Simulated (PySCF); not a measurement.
Al(F)2(Et) (C2H5AlF2), SMILES C[CH2][Al]([F])[F].

Geometry optimised at B3LYP-D3(BJ)/def2-SVP. The structure was generated by enumeration; whether it is a known compound was not checked. Other conformers were not sampled.

Two levels are set side by side: PBE/def2-TZVP (PySCF) and CAM-B3LYP/def2-TZVP (PySCF). Same geometry, gas phase. Differences are taken from unrounded values.

| quantity | CAM-B3LYP |
|---|---|
| orbital gap (eV) | 10.19 |
| highest occupied level (eV) | -9.95 |
| lowest empty level (eV) | 0.23 |
| dipole moment (D) | 2.43 |
| mean polarisability (bohr³) | 45.0 |

### Question
What does PBE give, and how far is it from CAM-B3LYP? (An estimate is asked for; the answer gives what the named calculation found.)

### Answer

| quantity | PBE | PBE minus CAM-B3LYP |
|---|---|---|
| orbital gap (eV) | 5.81 | -4.38 |
| highest occupied level (eV) | -7.23 | 2.73 |
| lowest empty level (eV) | -1.42 | -1.65 |
| dipole moment (D) | 2.41 | -0.02 |
| mean polarisability (bohr³) | 48.0 | 3.0 |

Without exact exchange PBE keeps part of each electron's self-repulsion, which lifts occupied levels and narrows the gap. PBE's more diffuse valence density responds more strongly to a field. Differences between two approximate levels are no errors against the true value.

Rough cost on one machine, each run with all the roots and properties that it gave: CAM-B3LYP against PBE within a factor of 2.
